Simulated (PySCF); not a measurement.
Electron correlation in B²⁺ (boron, charge +2)

[He] 2s1, 2S determinant. Computed with PySCF 2.14 in ANO-RCC-VTZP, with scalar relativity by spin-free X2C-1e. Frozen: nothing; 3 electrons correlated.

```
  level  correlation energy (mhartree)
   CCSD                         -24.45
    (T)                          -0.01
CCSD(T)                         -24.46
  CCSDT                         -24.46
    FCI                         -24.46
```

Diagnostics: T1 = 0.00061, D1 = 0.0010, largest double amplitude 0.016, weight of the Hartree-Fock determinant in FCI 0.9989 (13050 determinants).

Cost of the coupled-cluster step: about 0.3 core-seconds, for 3 correlated electrons.

Iterations:

```
CC2 = 0
CCSD nocc = (np.int64(2), np.int64(1)), nmo = (30, 30)
frozen orbitals [[], []]
max_cycle = 100
direct = 0
conv_tol = 1e-08
conv_tol_normt = 1e-06
diis_space = 8
diis_start_cycle = 0
Init t2, MP2 energy = -0.0223498995485318
Init E_corr(UCCSD) = -0.0223498995513884
cycle = 1  E_corr(UCCSD) = -0.0242479220479019  dE = -0.0018980225  norm(t1,t2) = 0.00305948
cycle = 2  E_corr(UCCSD) = -0.0244290256266304  dE = -0.000181103579  norm(t1,t2) = 0.000438241
cycle = 3  E_corr(UCCSD) = -0.0244528060794254  dE = -2.37804528e-05  norm(t1,t2) = 9.05709e-05
cycle = 4  E_corr(UCCSD) = -0.0244512783572509  dE = 1.52772217e-06  norm(t1,t2) = 1.05998e-05
cycle = 5  E_corr(UCCSD) = -0.0244513471330769  dE = -6.8775826e-08  norm(t1,t2) = 5.92439e-07
cycle = 6  E_corr(UCCSD) = -0.0244513485837773  dE = -1.45070043e-09  norm(t1,t2) = 4.06217e-08
UCCSD converged
E(UCCSD) = -23.40678576558489  E_corr = -0.0244513485837773
UCCSD(T) correction = -9.8450765430721e-06
```
